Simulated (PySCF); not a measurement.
## Frontier levels across methods

Species: C3H9AlO.
Geometry (PBE0-D3(BJ)/def2-SVP, Å), atoms numbered from 1 in this order:
```
atom  x, y, z in Å
C1    -2.685    0.269   -0.079
C2    -1.341   -0.129   -0.689
Al3    0.234    0.151    0.435
O4     1.745   -0.296   -0.210
C5     3.079   -0.279    0.170
H6    -3.527    0.080   -0.765
H7    -2.897   -0.286    0.850
H8    -2.719    1.339    0.181
H9    -1.348   -1.196   -0.982
H10   -1.170    0.412   -1.638
H11    0.202    0.761    1.907
H12    3.497   -1.302    0.178
H13    3.683    0.311   -0.542
H14    3.238    0.150    1.178
```

Basis pcSseg-1 throughout (PySCF), one geometry. Isolated species at its PBE0-D3(BJ)/def2-SVP geometry (one conformer only).

Task: How do the orbital energies, the gap and the dipole change with the method?

Result: 
```csv
method,kind,HOMO (eV),LUMO (eV),gap (eV),μ (D),SCF cycles
BLYP,GGA,-6.08,-1.18,4.90,0.24,15
OPBE,GGA,-6.16,-1.07,5.09,0.15,16
PBE,GGA,-6.18,-1.30,4.89,0.20,15
B97-D,GGA,-6.20,-1.18,5.02,0.24,15
LDA,LDA,-6.26,-1.49,4.77,0.25,15
KT2,GGA,-6.28,-1.37,4.92,0.18,16
BP86,GGA,-6.29,-1.30,4.99,0.22,15
KT3,GGA,-6.32,-1.29,5.03,0.16,15
B97-2,global hybrid,-7.27,-0.52,6.75,0.24,13
B3LYP,global hybrid,-7.29,-0.75,6.55,0.26,13
PBE0,global hybrid,-7.51,-0.54,6.96,0.24,13
mPW1PW91,global hybrid,-7.54,-0.55,6.99,0.26,13
BHandHLYP,global hybrid,-8.72,0.19,8.91,0.33,12
CAM-B3LYP,range-separated hybrid,-8.87,0.37,9.23,0.31,12
wB97X-D,range-separated hybrid,-9.39,1.16,10.55,0.28,12
LC-wPBE,range-separated hybrid,-10.22,1.46,11.68,0.33,12
HF,Hartree–Fock,-10.58,2.06,12.64,0.40,10
```

The HOMO spans 4.51 eV, from BLYP down to HF, and the gap runs from 4.77 eV (LDA) to 12.64 eV (HF). Over the methods BLYP (0 %), OPBE (0 %), PBE (0 %), B97-D (0 %), LDA (0 %), KT2 (0 %), BP86 (0 %), KT3 (0 %), B97-2 (21 %), B3LYP (20 %), PBE0 (25 %), mPW1PW91 (25 %), BHandHLYP (50 %), HF (100 %), a straight line through the gap against the share of exact exchange rises by 0.78 eV for each 10 % (correlation coefficient 0.999). The dipole ranges from 0.15 D (OPBE) to 0.40 D (HF). This basis has no diffuse functions.
